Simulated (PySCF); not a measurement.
# Correlation energy of Tl⁺ (thallium, charge +1)

[Xe] 4f14 5d10 6s1 6p1, high-spin 3P determinant (an excited configuration). All numbers are calculated (PySCF 2.14, scalar relativity through the core potential, in aug-cc-pwCVDZ-PP with ECP60MDF). Frozen: 5s2 5p6 5d10; 2 electrons correlated.

Total MP2 correlation energy: -1.88 mhartree.

Same-spin part -1.88 and opposite-spin part 0.00 mhartree; SCS-MP2 scales them by 1/3 and 6/5 to -0.63 mhartree.
